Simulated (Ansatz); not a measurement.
Geometry optimisation, Ansatz, RKS PBE-D4/6-31G*.

input.yaml

```yaml
crystal:
  periodic: [false, false, false]
  atoms:
    - { symbol: Al, position_ang: [-0.157496, 0.133277, 0.435032] }
    - { symbol: F, position_ang: [1.311555, -0.475726, -2.192161] }
    - { symbol: "N", position_ang: [1.11438, -0.162054, 1.646732] }
    - { symbol: "N", position_ang: [-1.555478, -0.934937, 0.086795] }
    - { symbol: H, position_ang: [1.282086, 0.447612, -2.11994] }
    - { symbol: S, position_ang: [0.008453, 2.159331, -0.53898] }
    - { symbol: H, position_ang: [1.898564, 0.466168, 1.819474] }
    - { symbol: H, position_ang: [1.234684, -1.036973, 2.155417] }
    - { symbol: H, position_ang: [-2.47807, -0.816084, 0.500852] }
    - { symbol: H, position_ang: [-1.532934, -1.745487, -0.529071] }
    - { symbol: H, position_ang: [-1.125644, 1.964874, -1.264152] }
basis:
  gaussian: { orbitals: "6-31G*" }
hamiltonian:
  xc: pbe
  dispersion: d4
relax:
  f_tol: 0.03
  max_steps: 50
```

Launched with:

```bash
$ ansatz run input.yaml --threads 2 --pin off --max-ram 3072MiB --backend cpu --events-out ev --progress --plain --runs-dir out
```

Problem. Where does it end, and by what steps?

Solution. The run converged. The force dipped under the threshold on the way, but the program's further checks kept it going. After 39 steps the energy has fallen by 2.585 eV; H11 moved furthest, 1.93 Å. Parted: F2–H5, S6–H11. Joined: Al1–F2, N4–H11, H5–S6.

```csv
step,energy less start (eV),largest force component (eV/Å),accepted
0,0.0000,1.454,yes
2,-0.2724,0.430,yes
4,-0.4997,1.108,yes
6,-0.6276,0.347,yes
8,-0.6833,1.200,yes
10,-0.9582,0.376,yes
12,-0.9532,1.749,no
14,-1.0842,0.206,yes
16,-1.1116,0.623,yes
18,-1.1409,0.167,yes
20,-1.1720,0.440,yes
22,-1.2337,0.404,yes
24,-1.5333,1.170,yes
26,-2.1897,2.310,yes
28,-2.4389,0.741,yes
30,-2.5551,0.135,yes
32,-2.5765,0.285,yes
34,-2.5822,0.118,no
36,-2.5850,0.036,yes
38,-2.5852,0.024,yes
39,-2.5854,0.025,yes
```

```xyz
11
Properties=species:S:1:pos:R:3
Al 0.555 -0.027 -0.219
F 1.031 -1.225 -1.316
N 0.945 -0.142 1.552
N -1.459 -0.438 -0.178
H 1.029 1.710 -2.236
S 0.554 2.076 -1.014
H 1.604 0.547 1.922
H 1.178 -1.047 1.970
H -1.743 -0.601 0.796
H -1.736 -1.246 -0.750
H -1.958 0.392 -0.527
```

Time of the run: 58 s on 2 threads of Intel(R) Xeon(R) Platinum 8488C (Sapphire Rapids), on a shared host, peak memory 0.17 GiB.
